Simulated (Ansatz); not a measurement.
Total energies of H$_{4}$OS$_{3}$Ti, SMILES `[OH][Ti]([SH])([SH])[SH]`.

Z-matrix (Å, degrees):
```
Ti
S 1 2.288
S 1 2.278 2 114.5
O 1 1.757 2 107.9 3 -120.4
S 1 2.287 2 108.8 3 115.7
H 2 1.348 1 91.2 3 -65.2
H 3 1.348 1 91.3 2 51.0
H 4 0.958 1 142.8 2 -122.7
H 5 1.348 1 91.6 2 43.4
```

Charge 0, multiplicity 1. Correlated methods include outer-core shells of Ti, which these sets cover unevenly. Scalar relativity is left out up to krypton. Geometry: relaxed with PBE0-D4/def2-TZVP. It is one conformer, not always the lowest. Basis def2-TZVPP, Ansatz.

RPA on PBE orbitals: Hartree–Fock energy of these orbitals -2118.30046 Eh, correlation -1.97480 Eh (frozen core).

```tsv
functional	energy without D4 (Eh)	D4 term (kJ/mol)
PBE	-2121.13740	-30.4
r2SCAN	-2121.80342	-7.4
B97M-V	-2121.40329	–
PBE0	-2121.22994	-26.6
B3LYP	-2122.00547	-49.5
r2SCANh	-2121.77248	-8.1
r2SCAN0	-2121.72906	-9.1
HSE06 (plane-wave form)	-2121.19644	-25.3
BHLYP	-2121.83131	-44.6
CAM-B3LYP	-2121.96009	-28.0
LC-ωPBE	-2121.34591	–
ωB97X-V	-2121.58808	–
ωB97M-V	-2121.77048	–
B2PLYP	-2121.34671	–
```

**Question.** Give the same for LDA (SPW92), revPBE, BLYP, PBE-QIDH. (An estimate is asked.)

**Answer.** The calculation gave: 
```tsv
functional	energy without D4 (Eh)	D4 term (kJ/mol)
LDA (SPW92)	-2115.25877	–
revPBE	-2121.60772	-70.5
BLYP	-2121.95883	-63.1
PBE-QIDH	-2120.85025	–
```

B3LYP takes the VWN-RPA correlation (the form of Gaussian; ORCA's B3LYP/G). HSE06 is the plane-wave form, built on full-range PBE exchange. The double hybrids freeze the cores in their second-order part.

LC-ωPBE has ω = 0.4 bohr⁻¹.
